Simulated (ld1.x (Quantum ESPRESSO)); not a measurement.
# How hard is this S (Z = 16) TM potential?

ld1.x (Quantum ESPRESSO) 7.5 input, shortened:

```
&input
   title='S', zed=16., rel=0, dft='PZ', iswitch=3,
   config='[Ne] 3s1 3p5 3d-2'
 /
 &inputp
   pseudotype=2, tm=.true., lloc=1,
   nlcc=.true., new_core_ps=.true., rcore=1.00
 /
3
3S  1  0   1.00   0.00  1.40  1.40  0.0
3D  3  2  -2.00   0.10  1.15  1.15  0.0
3P  2  1   5.00   0.00  1.45  1.45  0.0
 &test
   configts(1)='3s1 3p5'
 /
```

The pseudo-atom Hamiltonian at the reference potential is diagonalised in spherical Bessel functions j_l(qr) that vanish at 20 bohr, with q² up to the cutoff. All-electron valence levels (Ry): 3s -1.3105, 3p -0.5628.

Q: How do the lowest levels (Ry) of each channel move with the cutoff, and are there ghosts?

A:

| cutoff (Ry) | s #1 | s #2 | d #1 | d #2 | p #1 | f #1 | f #2 | Σ f·Δε (mRy) |
| --- | --- | --- | --- | --- | --- | --- | --- | --- |
| 8 | -1.1666 | -0.0185 | 0.0720 | 0.1564 | -0.5405 | 0.1181 | 0.2523 | 255.6 |
| 12 | -1.2446 | -0.0230 | 0.0718 | 0.1551 | -0.5604 | 0.1181 | 0.2523 | 78.1 |
| 18 | -1.2959 | -0.0263 | 0.0717 | 0.1539 | -0.5615 | 0.1181 | 0.2523 | 21.1 |
| 25 | -1.3048 | -0.0270 | 0.0716 | 0.1531 | -0.5623 | 0.1181 | 0.2523 | 8.5 |
| 35 | -1.3055 | -0.0270 | 0.0715 | 0.1521 | -0.5628 | 0.1181 | 0.2523 | 5.4 |
| 45 | -1.3079 | -0.0272 | 0.0714 | 0.1515 | -0.5628 | 0.1181 | 0.2523 | 3.0 |
| 55 | -1.3098 | -0.0273 | 0.0714 | 0.1511 | -0.5628 | 0.1181 | 0.2523 | 0.9 |
| 70 | -1.3104 | -0.0273 | 0.0714 | 0.1508 | -0.5628 | 0.1181 | 0.2523 | 0.2 |
| 400 | -1.3105 | -0.0273 | 0.0713 | 0.1507 | -0.5628 | 0.1181 | 0.2523 | 0.0 |

Result: no extra level below or beside the all-electron valence levels (s, d, p, f tested); 10 mRy is reached at 25 Ry and 1 mRy at 55 Ry.
